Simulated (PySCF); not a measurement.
CH6O2SSi, SMILES CS[SiH](O)O.

The structure is a stationary point at B3LYP-D3(BJ)/def2-SVP. This is a generated structure with no PubChem entry under its InChIKey; it may be hypothetical. The values are those of a single conformer.

Two levels are set side by side: TDA-PBE/def2-SVPD (PySCF) and TDA-PBE0/def2-SVPD (PySCF). Vertical, same geometry. The lowest singlet is HOMO→LUMO 99 % with PBE and HOMO→LUMO 76 %, HOMO→LUMO+1 18 % with the other functional; states are paired by order. Differences are taken from unrounded values.

```
quantity                              TDA-PBE0  TDA-PBE  TDA-PBE minus TDA-PBE0
------------------------------------  --------  -------  ----------------------
lowest singlet excitation (eV)            5.64     5.06                   -0.58
lowest triplet excitation (TDA) (eV)      5.23     4.81                   -0.42
```

Functionals without exact exchange tend to place singlet excitations lower, as here. Differences between two approximate levels are no errors against the true value.

Rough cost on one machine, each run with all the roots and properties that it gave: TDA-PBE0 against TDA-PBE about 3 times.
